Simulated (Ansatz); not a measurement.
Two isomers of CH9BSi2: A = `CB([SiH3])[SiH3]`, B = `B[SiH2]C[SiH3]`.

Isolated molecules relaxed with PBE0-D4/def2-TZVP in Ansatz; ΔE leaves out vibrations. CCSD(T)/CBS adds triple-zeta CCSD(T) − MP2 to the extrapolated MP2 energy (def2 sets, frozen cores). Functionals use def2-TZVPP. B3LYP here is the variant with VWN-RPA as its local correlation; programs differ in this. Each species was taken in one conformer, which may not be the lowest.

A:

```xyz
13

C    -1.474   -0.964    0.102
B    -0.152   -0.150    0.024
Si    0.654    0.329   -1.763
Si    0.777    0.540    1.677
H    -1.715   -1.568   -0.776
H    -1.619   -1.548    1.013
H    -2.241   -0.168    0.131
H     1.388    1.625   -1.762
H    -0.338    0.348   -2.877
H     1.648   -0.746   -2.064
H     0.374   -0.135    2.944
H     0.439    1.990    1.803
H     2.260    0.448    1.549
```

B:

Z-matrix (Å, degrees):
```
Si
C 1 1.879
B 1 2.009 2 116.1
H 1 1.497 2 109.2 3 -119.2
H 1 1.493 2 109.2 3 124.8
Si 2 1.871 1 114.3 3 176.2
H 2 1.095 1 108.7 3 54.2
H 2 1.095 1 108.8 3 -61.8
H 3 1.197 1 119.6 2 170.9
H 3 1.197 1 123.2 2 -10.9
H 6 1.488 2 110.1 1 -60.6
H 6 1.489 2 111.4 1 179.2
H 6 1.488 2 110.3 1 59.0
```

(1) Which isomer does CCSD(T)/CBS put lower? Give the gap. (Estimate.)

(2) Give E(B) − E(A) in kcal/mol with B3LYP-D4, ωB97M-V, PBE-D4, B3LYP, MP2/def2-TZVPP, PBE0-D4, CCSD(T)/def2-TZVPP. (Estimate.)

Largest T1 diagnostic: 0.013.

## Answers

(1) Ansatz gave: B, by 0.5 kcal/mol.

(2) Computed: B3LYP-D4 1.3, ωB97M-V -0.6, PBE-D4 4.1, B3LYP 1.2, MP2/def2-TZVPP -2.0, PBE0-D4 2.4, CCSD(T)/def2-TZVPP -0.4. The order is the other way round with B3LYP-D4, PBE-D4, B3LYP, PBE0-D4.

From PBE to PBE0 (25 % exact exchange), in def2-TZVPP and without D4, E(B) − E(A) moves by −1.7 kcal/mol. In def2-TZVPP, CCSD(T) changes the Hartree–Fock value by +2.7 kcal/mol (the triples alone add +0.4 kcal/mol) and MP2 by +1.1 kcal/mol.
